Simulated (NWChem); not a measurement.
# CH2N anion

```xyz
4

C      0.0000     0.0000     0.4938
N      0.0000     0.0000    -0.7451
H      0.0000    -0.9353     1.1842
H      0.0000     0.9353     1.1842
```
Atoms are numbered in this order, from 1.

Results from NWChem. The geometry was optimised at B3LYP/def2-SVPD. The gas-phase anion has a positive highest level at the geometry level, so the gas reference is doubtful. Level: M06-2X/def2-SVPD with COSMO at NWChem's default radii, gas-phase geometry; rows give the dielectric constant. Reactions with the solvent are ignored.

For dielectric constant 1.5:

```
Property                                   Result
-----------------------------------------  ------
electrostatic solvation energy (kcal/mol)   -24.1
```

Task: What are these values for dielectric constant 7.6?

Result: 
- electrostatic solvation energy (kcal/mol): -64.3
